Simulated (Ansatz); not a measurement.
`[OH][Al]([SiH3])[SnH3]` + `C=CCO` → `[OH][Al]([OH])[SiH3]` + `C=C[CH2][SnH3]`  (formal exchange of groups at the Al–Sn bond)

Isolated molecules relaxed with PBE0-D4/def2-TZVP in Ansatz; ΔE leaves out vibrations. CCSD(T)/CBS is the MP2 limit (def2-TZVPP, def2-QZVPP) plus CCSD(T) − MP2 in def2-TZVPP, frozen cores. DFT in def2-TZVPP. B3LYP here is the variant with VWN-RPA as its local correlation; programs differ in this. def2 core potentials past Kr. For Sn outer-core shells are correlated without core-valence functions, which leaves a few kJ/mol of doubt a bond. One conformer a species, not always the lowest.

```json
{"level": "PBE-D4", "ΔE (kJ/mol)": "-146.4", "difference from CCSD(T)/CBS": "22.2"}
{"level": "r2SCAN-D4", "ΔE (kJ/mol)": "-162.1", "difference from CCSD(T)/CBS": "6.5"}
{"level": "PBE0-D4", "ΔE (kJ/mol)": "-149.5", "difference from CCSD(T)/CBS": "19.1"}
{"level": "B3LYP-D4", "ΔE (kJ/mol)": "-162.1", "difference from CCSD(T)/CBS": "6.5"}
{"level": "ωB97X-V", "ΔE (kJ/mol)": "-159.2", "difference from CCSD(T)/CBS": "9.4"}
{"level": "ωB97M-V", "ΔE (kJ/mol)": "-163.9", "difference from CCSD(T)/CBS": "4.7"}
{"level": "B2PLYP", "ΔE (kJ/mol)": "-167.4", "difference from CCSD(T)/CBS": "1.2"}
{"level": "PBE", "ΔE (kJ/mol)": "-143.9", "difference from CCSD(T)/CBS": "24.7"}
{"level": "r2SCAN", "ΔE (kJ/mol)": "-161.6", "difference from CCSD(T)/CBS": "7.0"}
{"level": "PBE0", "ΔE (kJ/mol)": "-147.4", "difference from CCSD(T)/CBS": "21.2"}
{"level": "B3LYP", "ΔE (kJ/mol)": "-157.9", "difference from CCSD(T)/CBS": "10.7"}
{"level": "HF/def2-TZVPP", "ΔE (kJ/mol)": "-158.1", "difference from CCSD(T)/CBS": "10.5"}
{"level": "MP2/def2-TZVPP", "ΔE (kJ/mol)": "-183.0", "difference from CCSD(T)/CBS": "-14.4"}
{"level": "SCS-MP2/def2-TZVPP", "ΔE (kJ/mol)": "-177.0", "difference from CCSD(T)/CBS": "-8.4"}
{"level": "CCSD/def2-TZVPP", "ΔE (kJ/mol)": "-166.6", "difference from CCSD(T)/CBS": "2.0"}
{"level": "CCSD(T)/def2-TZVPP", "ΔE (kJ/mol)": "-167.3", "difference from CCSD(T)/CBS": "1.3"}
{"level": "HF/def2-QZVPP", "ΔE (kJ/mol)": "-159.9", "difference from CCSD(T)/CBS": "8.7"}
{"level": "MP2/def2-QZVPP", "ΔE (kJ/mol)": "-184.3", "difference from CCSD(T)/CBS": "-15.7"}
{"level": "SCS-MP2/def2-QZVPP", "ΔE (kJ/mol)": "-178.5", "difference from CCSD(T)/CBS": "-9.9"}
{"level": "HF/CBS(def2)", "ΔE (kJ/mol)": "-160.1", "difference from CCSD(T)/CBS": "8.5"}
{"level": "MP2/CBS(def2)", "ΔE (kJ/mol)": "-184.3", "difference from CCSD(T)/CBS": "-15.7"}
{"level": "CCSD/CBS(def2)", "ΔE (kJ/mol)": "-167.9", "difference from CCSD(T)/CBS": "0.7"}
{"level": "CCSD(T)/CBS", "ΔE (kJ/mol)": "-168.6", "difference from CCSD(T)/CBS": "0"}
```

Largest T1 diagnostic among the species: 0.014.

The D4 term adds −4.2 kJ/mol with B3LYP and −2.1 kJ/mol with PBE0; it sums over pairs of atoms, weighted by their polarisabilities, and B3LYP, whose exchange is more repulsive, gets the larger term. In def2-TZVPP, CCSD(T) changes the Hartree–Fock value by −9.2 kJ/mol (the triples alone add −0.6 kJ/mol) and MP2 by −24.9 kJ/mol. From PBE to PBE0 (25 % exact exchange), in def2-TZVPP and without D4, ΔE moves by −3.5 kJ/mol.
